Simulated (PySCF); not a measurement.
CClF, SMILES F[C]Cl (connectivity only; charge and spin as stated), neutral, multiplicity 1.

Geometry: ωB97X-D3(BJ)/def2-TZVP. The isomer is the one that the SMILES or the coordinates give; other isomers of the formula were not compared.

Two levels are set side by side: TDA-PBE/def2-TZVPD (PySCF) and TDA-B3LYP/def2-TZVPD (PySCF). Vertical, same geometry. The lowest singlet is HOMO→LUMO 97 % with PBE and HOMO→LUMO 99 % with the other functional; states are paired by order. Differences are taken from unrounded values.

| quantity | TDA-B3LYP |
|---|---|
| lowest singlet excitation (eV) | 3.57 |
| lowest triplet excitation (TDA) (eV) | 1.70 |
| first bright state (f over 0.05) (eV) | 7.36 |
| its oscillator strength | 0.19 |

### Question
What does TDA-PBE give, and how far is it from TDA-B3LYP? (An estimate is asked for; the answer gives what the named calculation found.)

### Answer

```csv
quantity,TDA-PBE,TDA-PBE minus TDA-B3LYP
lowest singlet excitation (eV),3.54,-0.03
lowest triplet excitation (TDA) (eV),1.72,0.03
first bright state (f over 0.05) (eV),7.12,-0.23
its oscillator strength,0.30,0.11
```

Rough cost on one machine, each run with all the roots and properties that it gave: TDA-B3LYP against TDA-PBE about 2 times.
